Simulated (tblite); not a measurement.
Species: C2H7ClSi2.
Structure used (GFN2-xTB), in Å, numbered top down from 1:
```
atom  x, y, z in Å
Si1   -2.3384   -0.1680   -0.0361
C2    -0.4854   -0.2092   -0.3732
C3     0.4569    0.2355    0.4575
Si4    2.3095    0.2239    0.1283
Cl5    2.6680   -0.7328   -1.6146
H6    -2.5614   -0.1211    1.4103
H7    -2.9095    1.0263   -0.6658
H8    -2.9496   -1.3689   -0.6084
H9    -0.1676   -0.6188   -1.3261
H10    0.1450    0.6446    1.4123
H11    3.0116   -0.4998    1.1868
H12    2.8221    1.5877    0.0028
```

Calculated harmonic vibrations of the isolated species, GFN2-xTB (tblite), most abundant isotopes, no scaling. Errors from tens to a few hundred cm⁻¹ against measured bands are possible. Modes of hydrogen on silicon can be 10 to 20 % off. One conformer, not necessarily the lowest.

Harmonic wavenumbers (cm⁻¹): 35.8, 75.5, 85.8, 128.2, 201.5, 327.9, 445.9, 486.9, 530.1, 533.7, 571.4, 675.3, 689.4, 763.1, 779.9, 781.7, 787.3, 795.3, 808.1, 1030.2, 1189.3, 1310.0, 1626.9, 2243.0, 2248.5, 2258.9, 2262.4, 2273.2, 3015.4, 3018.5.

A = 5832, B = 906.3, C = 799.0 MHz; mass 121.977 u (most abundant isotopes); point group C1, symmetry number 1.

**Question.** What is the zero-point energy?

**Answer.** ½Σν̃ = 15990 cm⁻¹ = 191.28 kJ/mol.

**Question.** What is S at 200 K and 1 bar for an ideal gas of classical rigid rotors and harmonic oscillators?

**Answer.** Translation 160.47, rotation 115.19, vibration 70.72: S = 346.4 J/(mol K).

**Question.** And Cp and H(200 K) − H(0)?

**Answer.** Cp = 101.83 J/(mol K), of which vibrations give 68.57 (their classical limit is 30 R = 249.4); H(200 K) − H(0) = 13.86 kJ/mol without the zero-point energy, 7.21 from vibrations.

**Question.** Blend soft modes into free rotors: weight 1/[1 + (100 cm⁻¹/ν̃)⁴] for the oscillator and the rest for a rotor with moment μB/(μ + B), μ = h/(8π²ν), B = 10⁻⁴⁴ kg m². What vibrational entropy results?

**Answer.** 63.32 J/(mol K) in place of 70.72, which changes −T·S at 200 K by +1.48 kJ/mol.

**Question.** How do the functions run with temperature in this model?

**Answer.** 
```tsv
T (K)	S (J/(mol K))	Cp (J/(mol K))	H − H(0) (kJ/mol)	G − H(0) (kJ/mol)	ln q(vib)
100	288.5	70.3	5.33	-23.52	1.91
300	394.0	133.9	25.70	-92.48	6.30
500	473.5	177.2	57.22	-179.54	10.37
800	565.7	214.6	116.50	-336.06	15.82
1000	615.4	230.6	161.11	-454.29	19.05
```

q(vib) and H(0) count from the zero-point level.

Hindered rotation and anharmonicity are outside this model. Other conformers, if any are populated, would add a mixing term that is left out. The structure is chiral; the term R ln 2 for an equal mix with its mirror image is left out.
